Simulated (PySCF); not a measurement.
pentane (C₅H₁₂), SMILES CCCCC. Atoms are numbered in the order given.

```xyz
17

C      2.3725     0.5260     0.3226
C      0.9885    -0.0992     0.4918
C      0.0904     0.0899    -0.7338
C     -1.2863    -0.5773    -0.6320
C     -2.1886    -0.0048     0.4624
H      2.9066     0.0879    -0.5372
H      2.9992     0.3767     1.2161
H      2.2995     1.6120     0.1442
H      1.0920    -1.1802     0.6990
H      0.5010     0.3326     1.3827
H     -0.0420     1.1721    -0.9220
H      0.6156    -0.3068    -1.6213
H     -1.7976    -0.4829    -1.6057
H     -1.1507    -1.6619    -0.4672
H     -3.1825    -0.4798     0.4505
H     -1.7646    -0.1575     1.4675
H     -2.3362     1.0802     0.3277
```

Geometry: B3LYP-D3(BJ)/def2-SVP. One conformer was computed; it need not be the lowest.

Calculation: PBE/pcSseg-1 run with PySCF.

GIAO shieldings, no solvent; atoms listed in one row are averaged. δ = σ(ref) − σ: ¹³C against TMS (σ = 182.0 ppm); ¹H against TMS (σ = 31.49 ppm), references at their B3LYP-D3(BJ)/def2-TZVP geometries, non-relativistic.

```
nucleus                      atoms  count  δ (ppm)
-------  -------------------------  -----  -------
¹³C                             C3      1     40.6
¹³C                             C4      1     29.8
¹³C                             C2      1     28.2
¹³C                             C1      1     19.5
¹³C                             C5      1     17.2
¹H                             H13      1     1.92
¹H                             H10      1     1.88
¹H                             H12      1     1.73
¹H                             H14      1     1.59
¹H                             H11      1     1.38
¹H       H6, H7, H8, H15, H16, H17      6     1.28
¹H                              H9      1     1.22
```
